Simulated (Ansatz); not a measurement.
`BN[SiH3]` + `COCS` → `COCS[SiH3]` + `BN`  (ligand exchange at the Si–N bond)

Computed with Ansatz on PBE0-D4/def2-TZVP structures; ΔE is electronic, products minus reactants. CBS: MP2 limit from def2 TZ/QZ plus the TZ coupled-cluster correction, frozen cores. This one scheme is used for every species. DFT in def2-TZVPP. Each species was taken in one conformer, which may not be the lowest.

```csv
level,ΔE (kJ/mol)
r2SCAN-D4,-25.0
PBE,-26.4
r2SCAN,-23.9
MP2/def2-QZVPP,-20.7
```

(1) What does CCSD(T)/CBS give? (An estimate is asked.)

Largest T1 diagnostic among the species: 0.012.

Answers

(1) The calculation gave: -19.2 kJ/mol. The listed levels differ from it by -5.8, -7.2, -4.7, -1.5 kJ/mol.

In def2-TZVPP, CCSD(T) changes the Hartree–Fock value by −11.8 kJ/mol (the triples alone add −2.8 kJ/mol) and MP2 by −14.7 kJ/mol. The D4 term adds −5.7 kJ/mol with B3LYP and −3.4 kJ/mol with PBE0; it sums over pairs of atoms, weighted by their polarisabilities, and B3LYP, whose exchange is more repulsive, gets the larger term.

B3LYP here is the variant with VWN-RPA as its local correlation; programs differ in this.
